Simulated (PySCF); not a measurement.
Input of a response calculation (the driver script's job line, then coordinates in Å):

```
{"job": {"kind": "uv", "xc": "PBE0", "basis": "def2-SVPD", "nstates": 8, "ntriplets": 3}, "charge": 1, "multiplicity": 1}
C     -0.708733     1.588703     2.260888
C     -0.485059     0.910439     1.299659
C     -0.263749     0.093949     0.140816
C      1.052334    -0.157273    -0.239978
C      2.439234     0.000333    -0.057387
C      2.001333    -0.751585    -1.092410
C     -1.306308    -1.025554    -0.168791
C     -1.317444     0.163472    -1.010183
H     -0.900206     2.182299     3.106425
H      3.242152     0.420805     0.504540
H      2.218465    -1.359899    -1.941640
H     -2.055993    -1.137072     0.601061
H     -0.915324    -1.954794    -0.555371
H     -0.932430     0.114510    -2.017898
H     -2.072686     0.919655    -0.851643
```

Method used: TDDFT PBE0/def2-SVPD, vertical, gas phase, core orbitals frozen in the response (PySCF). Job line and output are in the format of a driver script around the code.

Q: What does the script print for it?

A: 
```
coarse grid: 13032 points
cycle   1  E = -307.9297574760  dE =  1.729e+00  |g| = 3.792e-01  |ddm| = 1.410e+01
cycle   2  E = -307.9031908577  dE =  2.657e-02  |g| = 5.000e-01  |ddm| = 2.969e+00
cycle   3  E = -307.9686919669  dE = -6.550e-02  |g| = 1.436e-01  |ddm| = 1.439e+00
cycle   4  E = -307.9730858764  dE = -4.394e-03  |g| = 5.923e-02  |ddm| = 3.384e-01
cycle   5  E = -307.9739087326  dE = -8.229e-04  |g| = 1.678e-02  |ddm| = 1.477e-01
cycle   6  E = -307.9739781379  dE = -6.941e-05  |g| = 3.539e-03  |ddm| = 5.064e-02
cycle   7  E = -307.9739811224  dE = -2.984e-06  |g| = 7.597e-04  |ddm| = 1.198e-02
final grid: 127272 points
cycle   8  E = -308.0239466977  dE = -3.822e-05  |g| = 6.046e-03  |ddm| = 2.242e-01
cycle   9  E = -308.0239456435  dE =  1.054e-06  |g| = 6.502e-03  |ddm| = 3.927e-02
cycle  10  E = -308.0239564082  dE = -1.076e-05  |g| = 1.508e-03  |ddm| = 1.561e-02
cycle  11  E = -308.0239569545  dE = -5.463e-07  |g| = 4.498e-04  |ddm| = 4.005e-03
cycle  12  E = -308.0239570007  dE = -4.616e-08  |g| = 1.400e-04  |ddm| = 1.136e-03
cycle  13  E = -308.0239570058  dE = -5.099e-09  |g| = 1.460e-05  |ddm| = 3.839e-04
cycle  14  E = -308.0239570058  dE = -4.638e-11  |g| = 6.403e-06  |ddm| = 7.326e-05
converged SCF energy = -308.0239570058

Static polarisability (au): isotropic 79.790, principal 54.414 85.725 99.230

Singlet excitations
state   eV       nm        f      main configurations
  1   4.1433    299.2   0.01145   H->L 0.99
  2   4.3036    288.1   0.05602   H->L+1 0.99
  3   4.5179    274.4   0.00027   H-1->L 0.52, H-1->L+1 0.48
  4   4.6876    264.5   0.00011   H-1->L+1 0.52, H-1->L 0.48
  5   6.3267    196.0   0.00189   H-2->L 0.33, H->L+2 0.28, H-2->L+1 0.25
  6   6.3875    194.1   0.00237   H->L+2 0.42, H-2->L 0.25, H-2->L+1 0.12
  7   6.5080    190.5   0.00025   H-2->L+1 0.56, H-2->L 0.34
  8   6.8027    182.3   0.02548   H->L+3 0.51, H-1->L+2 0.30

Triplet excitations (Tamm-Dancoff, eV): 3.7154 3.9852 4.4015
```

Isolated species at its GFN2-xTB geometry (one conformer only).

The SCF starts on a coarse grid; the energy jumps when the final grid takes over, and dE counts afresh there. H and L stand for HOMO and LUMO.

Time: 34 s of wall time. Hardware: Arm Neoverse V1, one thread (shared host).

Shape of the structure used: `[CH:1]#[C:2][C:3]1([c:4]2[cH:5][cH+:6]2)[CH2:7][CH2:8]1`: C2–C3–C4–C5 -1°.
